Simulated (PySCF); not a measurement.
**Mass spectrum arithmetic for `C=CP1C[C@H](OC)[C@H]1[SiH3]`**

Species: `C=CP1C[C@H](OC)[C@H]1[SiH3]`.

All values are calculated from tables of isotopes.

Problem. Find the molar and monoisotopic masses of C6H13OPSi.

Solution. For C6H13OPSi, with standard atomic weights, 6 × 12.011 + 1 × 30.974 + 1 × 15.999 + 1 × 28.085 + 13 × 1.008 = 160.228 g/mol. From the most abundant isotopes (12C, 31P, 16O, 28Si, 1H), 6 × 12.000000 + 1 × 30.973762 + 1 × 15.994915 + 1 × 27.976927 + 13 × 1.007825 = 160.0473 u.

Problem. What cluster does the molecular ion M+• show when like nominal masses merge?

Solution. 
```json
{"nominal mass": "160", "m/z (centroid)": "160.0468", "relative intensity": "100.0"}
{"nominal mass": "161", "m/z (centroid)": "161.0485", "relative intensity": "11.8"}
{"nominal mass": "162", "m/z (centroid)": "162.0450", "relative intensity": "4.1"}
{"nominal mass": "163", "m/z (centroid)": "163.0479", "relative intensity": "0.3"}
```

Lines under 0.1 % of the tallest are left out. One electron mass, 0.00055 u, is taken off.

Problem. What resolving power m/Δm just matches the spacing of the species with one 29Si and with one 13C?

Solution. They lie 0.00379 u apart at mass 161.05, so m/Δm is about 43000.

Problem. Which m/z would the protonated, sodiated and deprotonated molecule have?

Solution. [M+H]+ 161.0546, [M+Na]+ 183.0365, [M−H]− 159.0401, for the monoisotopic species (arithmetic only; whether such ions form is another matter).

Problem. List the species in which a single atom is changed from its most abundant isotope.

Solution. Intensity in % of the monoisotopic species:

```tsv
isotope	mass shift (u)	m/z	intensity (%)
29Si	+0.99957	161.0463	5.08
13C	+1.00335	161.0501	6.49
17O	+1.00422	161.0510	0.04
2H	+1.00628	161.0531	0.15
30Si	+1.99684	162.0436	3.35
18O	+2.00425	162.0510	0.21
```

Species under 0.02 % are left out.

Problem. Protons, neutrons, electrons, and exact less nominal mass of the monoisotopic species?

Solution. 86 protons, 74 neutrons and 86 electrons; 160.0473 − 160 = +0.0473 u.

Problem. What share of all molecules is the monoisotopic species?

Solution. 0.9893^6 × 1 × 0.99757 × 0.922297 × 0.999885^13 = 86.13 %.
